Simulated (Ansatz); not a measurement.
Ansatz (an electronic-structure program) input (PBE/LANL2DZ): The .json file is the Basis Set Exchange's LANL2DZ.

Ansatz 0.2 input:
```yaml
crystal:
  periodic: [false, false, false]
  atoms:
    - {symbol: Cd, position_ang: [-0.00000000, -0.00000000, -1.34399523]}
    - {symbol: Te, position_ang: [0.00000000, 0.00000000, 1.24061099]}
basis:
  gaussian:
    orbitals: LANL2DZ.json
hamiltonian:
  xc: {name: PBE}
relax: {f_tol: 0.003, max_steps: 120}
```

Q: Predict the final energy.

A: -56.34188 Eh.
